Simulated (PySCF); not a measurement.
CH₄ClFOSi₂. Atoms are numbered in the order given.

```xyz
10

F      2.6393    -0.7262    -0.4011
Si     1.3937    -0.0411     0.3918
O      1.0306     1.4820    -0.2208
C     -0.2492     1.4056    -0.8997
Si    -0.7341    -0.4209    -0.4918
Cl    -2.3205    -0.5716     0.8502
H      1.7921    -0.0134     1.8196
H     -0.1225     1.6152    -1.9761
H     -0.9418     2.1540    -0.4812
H     -1.0175    -1.3234    -1.6406
```
Charge 0, spin multiplicity 1.

Coordinates come from a B3LYP-D3(BJ)/def2-SVP optimisation. The structure was generated by enumeration; whether it is a known compound was not checked.

Calculation: PBE/pcSseg-1 (PySCF).

GIAO shieldings, no solvent; atoms listed in one row are averaged. δ = σ(ref) − σ: ¹⁹F against CFCl3 (σ = 133.6 ppm); ²⁹Si against TMS (σ = 335.4 ppm); ¹⁷O against H2O (σ = 334.3 ppm); ¹³C against TMS (σ = 182.0 ppm); ³⁵Cl against HCl (σ = 936.5 ppm); ¹H against TMS (σ = 31.49 ppm), references at their B3LYP-D3(BJ)/def2-TZVP geometries, non-relativistic (without spin–orbit terms, shifts of atoms bonded to Cl or Br come out too high).

Computed chemical shifts:
| nucleus | atoms | count | δ (ppm) |
|---|---|---|---|
| ¹⁹F | F1 | 1 | -149.4 |
| ²⁹Si | Si5 | 1 | 41.7 |
| ²⁹Si | Si2 | 1 | 27.5 |
| ¹⁷O | O3 | 1 | 148.8 |
| ¹³C | C4 | 1 | 77.1 |
| ³⁵Cl | Cl6 | 1 | -15.6 |
| ¹H | H10 | 1 | 6.64 |
| ¹H | H7 | 1 | 6.20 |
| ¹H | H8 | 1 | 5.03 |
| ¹H | H9 | 1 | 4.94 |
